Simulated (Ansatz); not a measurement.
Calculated with Ansatz (gas phase, PBE0-D4/def2-TZVP geometries, no zero-point term in ΔE). CBS: MP2 limit from def2 TZ/QZ plus the TZ coupled-cluster correction, frozen cores. DFT in def2-TZVPP. Each species was taken in one conformer, which may not be the lowest.

Reaction (ligand exchange at the Si–O bond): `[BH2][AlH][O][SiH3]` + `CBN` → `CBN[SiH3]` + `[BH2][AlH][OH]`

| species | r2SCAN-D4 energy (Eh) |
| --- | --- |
| `[BH2][AlH][O][SiH3]` | -635.58593 |
| `CBN` | -121.33938 |
| `CBN[SiH3]` | -412.02855 |
| `[BH2][AlH][OH]` | -344.86950 |

(1) Work out ΔE.

Largest T1 diagnostic among the species: 0.012.

Results:

(1) ΔE = (-412.02855) + (-344.86950) − (-635.58593) − (-121.33938) = 0.02726 Eh = +71.6 kJ/mol. CCSD(T)/CBS gives +69.2 kJ/mol.

From BLYP to BHLYP (50 % exact exchange), in def2-TZVPP and without D4, ΔE moves by +5.0 kJ/mol. Leaving LDA and LC-ωPBE aside and taking each functional with its dispersion term where it has one, the values, not all of them listed here, spread over 17.4 kJ/mol, from revPBE-D4 to BHLYP-D4. LDA lies −3.4 kJ/mol from PBE without D4. The D4 term adds −4.4 kJ/mol with B3LYP and −2.3 kJ/mol with PBE0; it sums over pairs of atoms, weighted by their polarisabilities, and B3LYP, whose exchange is more repulsive, gets the larger term.

B3LYP here is the variant with VWN-RPA as its local correlation; programs differ in this.
